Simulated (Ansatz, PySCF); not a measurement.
System: sum formula H3SiO2, net charge 0, doublet state. It need not be the lowest isomer of its formula. SMILES: [O][SiH2]O
Structure (B3LYP-D3(BJ)/def2-TZVP (Ansatz, a first-principles code) minimum search):
```xyz
6

Si    -0.2926    -0.2554     0.1381
O     -0.7735     1.2989    -0.1230
O      1.2473    -0.6458    -0.2557
H     -1.1301    -1.1922    -0.6337
H     -0.5398    -0.3101     1.6081
H      1.9765    -0.1475     0.1229
```
Charge 0, spin multiplicity 2.

Quantity: atomisation energy (electronic, to ground-state atoms), in eV. Valence correlation only, unless marked. Open shells are spin-unrestricted. Spin-orbit coupling is left out. Non-relativistic. The coupled-cluster limit lacks core correlation, which all-electron functionals hold. Basis-set limits of correlation are two-point, X^-3; Hartree-Fock from the larger set. [CCSD(T)-MP2]/basis is that difference in the basis named.

```csv
level,program,atomisation energy (eV)
HF/cc-pV(D+d)Z,Ansatz,14.01
SVWN5/def2-TZVPD,Ansatz,24.00
BP86-D3(BJ)/def2-TZVPD,PySCF + dftd3,21.49
PBE0/def2-QZVPP,Ansatz,20.51
HSE06-D4/def2-TZVPD,Ansatz + dftd4,20.51
CCSD/aug-cc-pV(T+d)Z,Ansatz,20.08
"RI-MP2/CBS(aug-cc-pV(T+d)Z,aug-cc-pV(Q+d)Z)+[CCSD(T)-MP2]/aug-cc-pV(T+d)Z",Ansatz,20.96
```
